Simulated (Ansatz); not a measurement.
Relaxation of BClF2HO (6 atoms, charge 0, multiplicity 2), to a largest force component of 0.03 eV/Å in at most 50 steps.

Level of theory: UKS r2SCAN/def2-SVP in Ansatz.

```xyz
6
Properties=species:S:1:pos:R:3:forces:R:3
B -0.010 -0.292 0.362 -0.36 -0.15 0.42
Cl -0.534 -1.505 1.643 0.33 0.80 -0.34
F 1.254 0.044 0.320 -0.03 -0.09 -0.07
O -0.891 0.200 -0.525 0.21 -0.18 0.20
H -1.790 -0.139 -0.430 0.04 0.03 0.06
F 0.162 0.845 2.788 -0.18 -0.40 -0.28
```

**Question.** Where does it end, and by what steps?

**Answer.** The run converged. After 14 steps the energy has fallen by 1.804 eV; F6 moved furthest, 1.10 Å. Parted: B1–Cl2 (1.84 → 3.03 Å). Joined: B1–F6 (2.69 → 1.34 Å).

```json
{"step": "0", "energy less start (eV)": "0.0000", "largest force component (eV/Å)": "0.797", "accepted": "yes"}
{"step": "1", "energy less start (eV)": "-0.1524", "largest force component (eV/Å)": "0.435", "accepted": "yes"}
{"step": "2", "energy less start (eV)": "-0.1924", "largest force component (eV/Å)": "0.664", "accepted": "yes"}
{"step": "3", "energy less start (eV)": "-0.2774", "largest force component (eV/Å)": "0.436", "accepted": "yes"}
{"step": "4", "energy less start (eV)": "-0.4289", "largest force component (eV/Å)": "0.895", "accepted": "yes"}
{"step": "5", "energy less start (eV)": "-0.7106", "largest force component (eV/Å)": "1.513", "accepted": "yes"}
{"step": "6", "energy less start (eV)": "-0.9323", "largest force component (eV/Å)": "1.823", "accepted": "yes"}
{"step": "7", "energy less start (eV)": "-0.9894", "largest force component (eV/Å)": "4.676", "accepted": "yes"}
{"step": "8", "energy less start (eV)": "-1.4760", "largest force component (eV/Å)": "1.724", "accepted": "yes"}
{"step": "9", "energy less start (eV)": "-1.6532", "largest force component (eV/Å)": "0.776", "accepted": "yes"}
{"step": "10", "energy less start (eV)": "-1.7601", "largest force component (eV/Å)": "0.954", "accepted": "yes"}
{"step": "11", "energy less start (eV)": "-1.7922", "largest force component (eV/Å)": "0.353", "accepted": "yes"}
{"step": "12", "energy less start (eV)": "-1.7936", "largest force component (eV/Å)": "0.588", "accepted": "yes"}
{"step": "13", "energy less start (eV)": "-1.8040", "largest force component (eV/Å)": "0.126", "accepted": "yes"}
{"step": "14", "energy less start (eV)": "-1.8044", "largest force component (eV/Å)": "0.025", "accepted": "yes"}
```

```xyz
6
Properties=species:S:1:pos:R:3
B 0.136 0.264 0.515
Cl -0.672 -2.150 2.160
F 1.413 0.180 0.198
O -0.806 0.168 -0.436
H -1.704 0.205 -0.082
F -0.175 0.486 1.802
```

Whether the end is a true minimum wasn't checked by a vibrational analysis.

Run time: 64 s on 4 threads of Arm Neoverse V1 (shared host), peak memory 0.23 GiB.
